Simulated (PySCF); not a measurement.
**Electron correlation in S (sulfur, neutral)**

[Ne] 3s2 3p4, high-spin 3P determinant. Computed with PySCF 2.14 in def2-TZVP (5s5p2d1f, 37 functions), with the non-relativistic Hamiltonian (point nucleus). Frozen: [Ne]; 6 electrons correlated.

MP2 pair energies summed by pair of shells (mhartree):

```tsv
pair	energy	share (%)
3s-3p	-52.42	45.9
3p-3p	-52.37	45.9
3s-3s	-9.38	8.2
```

Total MP2 correlation energy: -114.17 mhartree.

Same-spin part -26.66 and opposite-spin part -87.51 mhartree; SCS-MP2 scales them by 1/3 and 6/5 to -113.89 mhartree.

| level | correlation energy (mhartree) |
| --- | --- |
| CCSD | -138.11 |
| (T) | -4.66 |
| CCSD(T) | -142.77 |

Diagnostics: T1 = 0.0098, D1 = 0.0308, largest double amplitude 0.060.

Cost of the coupled-cluster step: 0.66 s of wall time on 1 thread of Neoverse-N1 (shared host), for 6 correlated electrons.
